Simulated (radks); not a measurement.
All-electron atom: Tc in [Kr] 4d5 5s2 (the NIST ground configuration).

Method: scalar-relativistic Kohn-Sham, PBE, spin-polarised, spherical densities, finite nucleus; open shells are filled with parallel spins first (spin-orbit coupling, left out, can overturn this in heavy ions); Fermi nuclear charge, rms radius 4.4112 fm; computed with a radial shooting solver on a logarithmic mesh with Libxc functionals.

Energy parts (hartree):
| part | energy |
|---|---|
| total | -4285.67833 |
| kinetic | 4425.17251 |
| electron-nucleus | -10328.87345 |
| Hartree | 1746.40980 |
| exchange-correlation | -128.38719 |

Orbitals (lengths in bohr, moments of r in powers of bohr; r(max) is where P^2 peaks; r(90%) holds 90 % of the orbital's charge):
orbital  occ.  eigenvalue (hartree)  r(90%)   <1/r>     <r^2>   r(max)
1s up       1             -766.8633  0.0614   44.70  0.001586  0.02228
1s down     1             -766.8636  0.0614   44.70  0.001586  0.02228
2s up       1             -109.4035   0.231   10.08   0.02638   0.1262
2s down     1             -109.3811   0.231   10.09   0.02638   0.1262
2p up       3             -97.91196   0.212   9.793   0.02077   0.1008
2p down     3             -97.89521   0.212   9.794   0.02076   0.1008
3s up       1             -19.04432   0.613   3.480    0.1976   0.3723
3s down     1             -19.03279   0.613   3.479    0.1976   0.3724
3p up       3             -15.27317   0.629   3.312    0.2017   0.3657
3p down     3             -15.26006   0.628   3.311    0.2016   0.3658
3d up       5              -9.17277   0.637   3.082    0.1912   0.3114
3d down     5              -9.15214   0.636   3.082    0.1909   0.3116
4s up       1              -2.73254    1.54   1.286     1.275   0.9516
4s down     1              -2.61743    1.53   1.298     1.260   0.9464
4p up       3              -1.70706    1.74   1.144     1.584    1.026
4p down     3              -1.58251    1.74   1.154     1.571    1.019
4d up       5              -0.28765    2.72  0.7964     3.495    1.274
4d down     0              -0.16694    3.03  0.7635     4.197    1.270
5s up       1              -0.20359    4.80  0.4016     11.79    2.676
5s down     1              -0.15591    5.32  0.3628     14.28    2.880

The highest occupied level is 5s down at -4.242 eV. The configuration is held as typed, so some empty levels lie below it. For comparison, the ionisation energy in NIST's Atomic Spectra Database is 7.119 eV (measured). In exact Kohn-Sham theory the highest level is minus the ionisation energy, but local and semilocal functionals leave it too shallow, through self-interaction and a potential that decays too fast; potentials with the right tail come closer. The spin density at the nucleus is -0.227 e/bohr^3 (1s -0.016, 2s -1.124, 3s 0.599, 4s -3.374, 5s 3.688). Summed over all electrons, <r^2> = 59.24 bohr^2, which gives a Langevin (diamagnetic) susceptibility term of -46.9 x 10^-6 cm^3/mol. Spin moment in Bohr magnetons: 5. The electron density at the nucleus is 1.023e+05 e/bohr^3 (large components only). The density falls to 0.001 e/bohr^3 at r = 4.76 bohr.
